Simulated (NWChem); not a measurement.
A series in which one site is exchanged, each optimised at PBE0/def2-SVP with NWChem, gas phase unless a solvent is named. All stand in one matching conformer (torsions within 35°), which need not be the lowest. Low-valent species are run as closed-shell singlets; no triplet was tried in these runs. This build's default masses of Se (78.918 u) and Br (79.917 u) are each other's, which moves their modes by up to 0.6 %. For some, no frequency run checked for a minimum. def2 effective core potentials on I; no spin-orbit coupling.

A: O[Si]I (SiHOI; site = I)
B: O[Si]Br (SiHOBr; site = Br)
C: O[Si]Cl (SiHOCl; site = Cl)

```csv
quantity,A,B,C
"orbital gap (eV), PBE0/def2-SVP",4.73,5.13,___
"vertical ionisation energy, ΔSCF, CAM-B3LYP/def2-SVP (eV)",9.17,9.55,___
"lowest singlet excitation, CAM-B3LYP/def2-SVPD, TDA (eV)",3.78,4.29,___
```

Q: Fill in the missing entries.

A: 
- orbital gap (eV), PBE0/def2-SVP, C: 5.37
- vertical ionisation energy, ΔSCF, CAM-B3LYP/def2-SVP (eV), C: 9.74
- lowest singlet excitation, CAM-B3LYP/def2-SVPD, TDA (eV), C: 4.64
